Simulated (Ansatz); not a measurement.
```yaml
crystal:
  periodic: [false, false, false]
  atoms:
    - {symbol: C, position_ang: [-1.003575, -0.219882, 1.198516]}
    - {symbol: Hf, position_ang: [0.132488, 0.304462, -0.639024]}
    - {symbol: O, position_ang: [1.689179, 1.244472, -0.033968]}
    - {symbol: O, position_ang: [0.483447, -1.359823, -1.521975]}
    - {symbol: F, position_ang: [-1.023614, 1.432125, -1.674675]}
    - {symbol: H, position_ang: [-0.418719, -0.863543, 1.864590]}
    - {symbol: H, position_ang: [-1.277923, 0.676389, 1.766248]}
    - {symbol: H, position_ang: [-1.929040, -0.754029, 0.955491]}
    - {symbol: H, position_ang: [2.542438, 1.638146, 0.112099]}
    - {symbol: H, position_ang: [0.805309, -2.098307, -2.027291]}
basis:
  gaussian: {orbitals: def2-TZVP}
magnetization: {spin_polarized: true, initial_magnetization: 1}
hamiltonian: {xc: {name: B97M-V}}
output: {forces: true}
```

```sh
$ ansatz run in.yaml --threads 4 --pin off --events-out ev --progress --plain --max-ram 10444MiB
```

(1) How does Ansatz answer? (An estimate is asked.)

Results:

(1) Computed: The input was rejected before any iteration.
```
Error: a molecule whose nuclei and cores have a total charge of 48 cannot have a net charge of 0 together with 1 unpaired electrons
```
